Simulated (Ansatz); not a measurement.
Species: C₃H₅O, net charge -1, singlet state. It need not be the lowest isomer of its formula. Whether it binds its extra electron was not tested at this geometry. 
Coordinates optimised at B3LYP-D3(BJ)/def2-TZVP (Ansatz, an electronic-structure program):
SMILES: C=CC[O-]
```xyz
9

C      1.6396    -0.4294    -0.5418
C      0.6951     0.1190     0.2247
C     -0.7395     0.4438    -0.1703
O     -1.6164    -0.1939     0.6022
H      1.4473    -0.6448    -1.5899
H      2.6208    -0.7036    -0.1611
H      0.8953     0.2886     1.2829
H     -0.8046     0.2253    -1.2821
H     -0.7992     1.5848    -0.1424
```
Charge -1, spin multiplicity 1.

Basis-set convergence of Hartree-Fock and MP2 correlation energies (hartree) with Ansatz. Valence correlation only, unless marked. No spin-orbit coupling. Non-relativistic.

```
basis        functions       E(HF)  E(corr, MP2)
-----------  ---------  ----------  ------------
aug-cc-pVDZ        137  -191.32901      -0.64562
aug-cc-pVTZ        299           ?             ?
```

Question: What belongs in the gaps?

Answer: 
- aug-cc-pVTZ, E(HF): -191.37387
- aug-cc-pVTZ, E(corr, MP2): -0.77300
